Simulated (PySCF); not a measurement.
Compound: C6H5O3 (charge -1).
Numbering: `[CH3:1][C:2](=[O:3])[c:4]1[cH:5][cH:6][o:7][c:8]1[O-:9]` (hydrogens: H10, H11, H12 on C1; H13 on C5; H14 on C6)

A PySCF run (density fitting, gas phase, GFN2-xTB geometry) gave HOMO 0.21 eV, LUMO 3.54 eV.

Question: Which of these levels was it?
A. B97-D/pcseg-1
B. PBE0/pcSseg-1
C. LC-wPBE/pcSseg-1

Answer: A. It is B97-D/pcseg-1. All candidates on this geometry:

```csv
level and settings,kind,basis functions,SCF cycles,E (Eh),HOMO (eV),LUMO (eV)
"B97-D/pcseg-1, start guess huckel",GGA,151,20,-456.9729,0.21,3.54
PBE0/pcSseg-1,global hybrid,178,16,-456.8219,-0.80,4.37
LC-wPBE/pcSseg-1,range-separated hybrid,178,16,-457.0357,-3.15,6.56
```

The nearest other candidate, by the summed differences of HOMO and LUMO, is PBE0/pcSseg-1: its HOMO differs by -1.01 eV and its LUMO by +0.83 eV. B97-D ran without the empirical dispersion term, which would shift the total energy alone. Cycle counts include a coarse-grid stage where the run had one. The HOMO energy is positive at B97-D/pcseg-1; such an orbital is held in place by the finite basis.

Conformer computed: `[CH3:1][C:2](=[O:3])[c:4]1[cH:5][cH:6][o:7][c:8]1[O-:9]`: C1–C2–C4–C5 180°.
